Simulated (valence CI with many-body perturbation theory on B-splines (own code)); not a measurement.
Values are calculated unless marked as measured or tabulated.
# Run record, Pb10+

Method: relativistic CI+MBPT: four valence electrons over a frozen Dirac-Fock core [Xe] 4f14, a basis of 6 s, 6 p, 5 d, 5 f, 1 g functions for each j, with the one-electron correlation potential Σ1 (screened to all orders), the two-electron term Σ2, the three-electron term Σ3, Breit, model QED; selected single and double excitations, second order for the rest (own B-spline code, finite nucleus).

Command, and the settings that its task file holds:

```sh
python run_cv.py task.json out
```

```
atom Pb  Z=82  mass_number=208  rms_radius_fm=5.5012
core [Xe] 4f14
valence 5d4
avg = 1
basis = S
breit = 1
cap = 10000
capref = 1200
cscale = 1
de = 0.0
dress = 0
ecut = 32.67
eps = 2e-08
h = 0.27
hh = 1
l2 = 3
lcore = 6
maxit = 60
n2 = 5
natural = 1
nlev = 20
nno = [3, 3, 3, 3, 1]
nroot = 26
nsp = [3, 3, 2, 2, 0]
pt2 = 1
qed = 1
rpa = 1
s1 = 1
s2 = 1
s3 = 1
screen = 1
tol = 2e-05
```

It took 77 s on 1 thread of Arm Neoverse N1, with other jobs on the host.

Log. The first blocks belong to the next ion, which gives the ionisation energy. Fields: 2J, parity (1 odd), roots, reference size, generating configurations, candidates as configurations/state functions, variational space P, stored matrix elements, Davidson steps; e2 is the range of second-order energies in hartree. The first line gives the box (bohr), its intervals, the orbitals and the steps of their self-consistent field. Window is the range of levels sought, series limit the energy at which the first omitted orbital would enter, core excitation an estimate of the first excitation out of the core, left out the lowest levels not solved, and shifts from estimates the range by which levels moved from their first estimate, all in cm⁻¹.

```
rmax 12.3 intervals 62 orbitals 40 references ['5d4', '5d3 6s', '5d3 6p', '5d3 5f', '5d2 6s2'] scf 6 t 2.6
2J=3 par=0 roots 2 ref 28 generators 6 cand 1176/2782 P 418/1000 nnz 0 it 0
2J=3 par=0 roots 2 ref 28 generators 15 cand 2725/6229 P 812/1981 nnz 0 it 5
   second order: generators 29 cand 3338/7414 e2 -0.00001 -0.00000
reference levels 565, estimated 32, window 92913 1/cm; series limit 928872, core excitation 500846
2J=0 par=0 roots 3 ref 19 generators 7 cand 2680/6235 P 1124/2132 nnz 0 it 4
2J=0 par=0 roots 3 ref 19 generators 16 cand 6091/14282 P 1643/3492 nnz 1.4e+06 it 4
   second order: generators 43 cand 10979/25972 e2 -0.00004 -0.00001
2J=2 par=0 roots 4 ref 37 generators 7 cand 3155/18964 P 724/3547 nnz 2.9e+06 it 4
2J=2 par=0 roots 4 ref 37 generators 21 cand 7719/48267 P 1385/7392 nnz 8e+06 it 5
   second order: generators 51 cand 12606/80290 e2 -0.00007 -0.00002
2J=4 par=0 roots 5 ref 54 generators 5 cand 2615/24720 P 562/3570 nnz 2.9e+06 it 5
2J=4 par=0 roots 5 ref 54 generators 20 cand 5745/50101 P 1411/9992 nnz 1.5e+07 it 8
   second order: generators 46 cand 11387/105193 e2 -0.00008 -0.00003
2J=8 par=0 roots 6 ref 44 generators 8 cand 3329/32424 P 520/3553 nnz 3.1e+06 it 5
2J=8 par=0 roots 6 ref 44 generators 19 cand 6298/69386 P 1326/9990 nnz 1.6e+07 it 7
   second order: generators 56 cand 11847/123538 e2 -0.00009 -0.00003
2J=6 par=0 roots 5 ref 50 generators 5 cand 2993/31014 P 477/3559 nnz 3.2e+06 it 5
2J=6 par=0 roots 5 ref 50 generators 18 cand 6030/61969 P 1243/9994 nnz 1.7e+07 it 8
   second order: generators 43 cand 11192/121824 e2 -0.00008 -0.00004
2J=10 par=0 roots 2 ref 25 generators 3 cand 2460/22996 P 536/3517 nnz 3.2e+06 it 4
2J=10 par=0 roots 2 ref 25 generators 11 cand 4373/41780 P 960/6656 nnz 8.5e+06 it 5
   second order: generators 31 cand 10685/101583 e2 -0.00006 -0.00005
2J=12 par=0 roots 2 ref 14 generators 2 cand 404/1500 P 766/3346 nnz 2.9e+06 it 3
2J=12 par=0 roots 2 ref 14 generators 10 cand 3923/32522 P 998/5290 nnz 5.1e+06 it 5
   second order: generators 29 cand 10088/81465 e2 -0.00005 -0.00005
left out: unestimated 147067, estimated 104446, shifts from estimates -44 to 0
operators 10.1
```

The Davidson iterations converged. The settings are bad on purpose, so the numbers may not be properties of the ion.

No measured spectrum was set against this ion. As an estimate, terms of the open shell hold to 2 to 4 % of their energy, and close levels can change places. Only levels of the ground parity were solved; by the run's estimate the other parity begins above the list, which can be wrong where configurations are misplaced.

- Valence energy: -31.54705 hartree
- Ionisation energy: 182.83 eV (NIST: 182 ± 2.4 eV (theoretical))
- Reference configurations for the orbitals: 5d4, 5d3 6s, 5d3 6p, 5d3 5f, 5d2 6s2
- Radial orbitals: 40
- Box radius: 12.27 bohr
- Largest variational space: 9994
- Lowest levels: (5d3/2^4) J=0 0.0, (5d3/2^3 5d5/2) J=1 17384, (5d3/2^3 5d5/2) J=2 28143, (5d3/2^3 5d5/2) J=4 33546, (5d3/2^3 5d5/2) J=3 33936, (5d3/2^2 5d5/2^2) J=0 48668, (5d3/2^2 5d5/2^2) J=4 [a] 50981, (5d3/2^2 5d5/2^2) J=3 [a] 54945, (5d3/2^2 5d5/2^2) J=2 [a] 55379, (5d3/2^2 5d5/2^2) J=5 59830, (5d3/2^2 5d5/2^2) J=1 61961, (5d3/2^2 5d5/2^2) J=6 64041, (5d3/2^2 5d5/2^2) J=4 [b] 68807, (5d3/2^2 5d5/2^2) J=2 [b] 69862 cm⁻¹

Levels are named by their leading jj configuration (3d3/2^4 stands for four electrons in 3d with j = 3/2), which in mixed levels can hold well under half, so a name can repeat and another be missing. Letters in brackets count levels of one name in rising energy.
